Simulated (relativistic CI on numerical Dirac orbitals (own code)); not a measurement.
# Mo5+ (4d) in a crystal field

Calculated by Dirac-Coulomb-Breit CI, KLI orbitals optimised for each configuration, a model potential for QED, one configuration in a parametric crystal field, unscaled Slater integrals (own radial code).

Field parameters in Wybourne normalisation: Td as Oh with Dq negative (B⁴₀ = 21Dq, B⁴₄ = √(5/14) B⁴₀). The field is a parameter set, without covalency.

S is read from ⟨S²⟩ = S(S + 1).

Levels (cm⁻¹, degeneracy): 0 (4), 12591 (4), 13947 (2).

(1) Which field gives this pattern?
A. Td, 10Dq = -18950 cm⁻¹
B. Td, 10Dq = -12850 cm⁻¹
C. Td, 10Dq = -3800 cm⁻¹
D. Td, 10Dq = -15900 cm⁻¹

Answers

(1) B. Td, 10Dq = -12850 cm⁻¹, ground level with S = 0.50.
